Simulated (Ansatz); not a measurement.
`N[B]([SiH3])[SbH2]` + PH₃ → `[SiH3]P` + `N[BH][SbH2]` at 298.15 K and 1 bar (cleavage of the Si–B bond).

Calculated with Ansatz (gas phase, PBE0-D4/def2-TZVP geometries, no zero-point term in ΔE). CCSD(T)/CBS adds triple-zeta CCSD(T) − MP2 to the extrapolated MP2 energy (def2 sets, frozen cores). This one scheme is used for every species. Elements past krypton have def2 core potentials. For Sb outer-core shells are correlated without core-valence functions, which leaves a few kJ/mol of doubt a bond. One conformer a species, not always the lowest.

| species | CCSD(T)/CBS energy (Eh) | H − E (kJ/mol) | S (J/(mol·K)) |
| --- | --- | --- | --- |
| `N[B]([SiH3])[SbH2]` | -612.81883 | 206.8 | 377.4 |
| PH₃ | -342.72256 | 73.1 | 210.2 |
| `[SiH3]P` | -633.00997 | 124.8 | 279.8 |
| `N[BH][SbH2]` | -322.54254 | 157.5 | 311.8 |

H − E and S are ideal-gas, rigid-rotor, harmonic terms from PBE0-D4/def2-TZVP, for one conformer and one mirror image of each species. 1 Eh = 2625.50 kJ/mol, R = 8.31446 J/(mol·K).

Problem. By hand: ΔE, ΔH, ΔS and ΔG.

Solution. ΔE = (-633.00997) + (-322.54254) − (-612.81883) − (-342.72256) = -0.01112 Eh = -29.2 kJ/mol. Δ(H − E) = 124.8 + 157.5 − 206.8 − 73.1 = 2.4, so ΔH = -26.8 kJ/mol. ΔS = 279.8 + 311.8 − 377.4 − 210.2 = 4.0 J/(mol·K). ΔG = -26.8 − 298.15 × (4.0)/1000 = -28.0 kJ/mol.

Problem. By hand: the equilibrium constant, and the temperature at which ΔG would vanish if ΔH and ΔS stayed fixed.

Solution. log₁₀ K = −ΔG/(RT ln 10) = 4.9. ΔH and −TΔS have one sign here, so there is no such temperature. One of them is within its doubt of zero, so this could turn.

The number of gas molecules stays the same, so ΔS is small and ΔH decides. A doubt of 5 kJ/mol in ΔE shifts log₁₀ K by 0.9 here. Other conformers and mirror images would add mixing entropy, several J/(mol·K) or more a flexible species. Modes under 60 cm⁻¹, often nearly free rotors, make the harmonic entropy too high. These are equilibria of isolated gas molecules and say nothing of rates. Largest T1 diagnostic: 0.014 (customary marks: 0.02 for closed shells, 0.045 for open ones).
